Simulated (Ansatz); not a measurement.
Energy needed to pull apart CH₃BZn, singlet, into free ground-state atoms, from the structure below (displaced at random from a GFN2-xTB minimum); no zero-point or spin–orbit terms; open-shell atoms are treated unrestricted, in their ground-state multiplicity.

C1  (-0.933, 0.003, -0.980)
B2  (-0.065, 0.082, 0.004)
Zn3  (1.335, -0.149, 1.508)
H4  (-1.268, -0.967, -1.490)
H5  (-1.478, 1.092, -1.541)
H6  (2.381, -0.082, 2.639)
(Å)

Ansatz 0.2.0; basis: def2-TZVPP; cores frozen in the correlated methods. The 3s and 3p shells of Cu and Zn are frozen; filled d shells are correlated.

```json
{"method": "PBE-D4", "atomization energy (kcal/mol)": "415.7"}
{"method": "BLYP-D4", "atomization energy (kcal/mol)": "403.3"}
{"method": "r2SCAN-D4", "atomization energy (kcal/mol)": "?"}
{"method": "B97M-V", "atomization energy (kcal/mol)": "?"}
{"method": "PBE0-D4", "atomization energy (kcal/mol)": "408.4"}
{"method": "wB97M-V", "atomization energy (kcal/mol)": "407.7"}
{"method": "HF", "atomization energy (kcal/mol)": "293.9"}
{"method": "MP2", "atomization energy (kcal/mol)": "398.9"}
{"method": "CCSD", "atomization energy (kcal/mol)": "384.6"}
{"method": "CCSD(T)", "atomization energy (kcal/mol)": "391.5"}
```

Q: What does B97M-V give? (To be estimated.)

A: By the calculation: 408.7 kcal/mol, which is about 17.2 kcal/mol more than CCSD(T)/def2-TZVPP.

Q: What does r2SCAN-D4 give? (To be estimated.)

A: By the calculation: 412.3 kcal/mol, which is about 20.8 kcal/mol more than CCSD(T)/def2-TZVPP.

In triple zeta the MP2 and coupled-cluster atomization energies are still short of their basis limit by a few kcal/mol a bond, whereas those of the functionals are nearly converged, so these differences are not deviations from converged CCSD(T).

No T1 diagnostic of these runs exceeds 0.017.

For scale, one of the runs: CCSD(T)/def2-TZVPP forces, 168 basis functions (an equivalent command: `ansatz run in.yaml --threads 4`). Hardware: 4 CPU threads, shared host. Wall time 100 s; peak host memory 2.5 GiB.
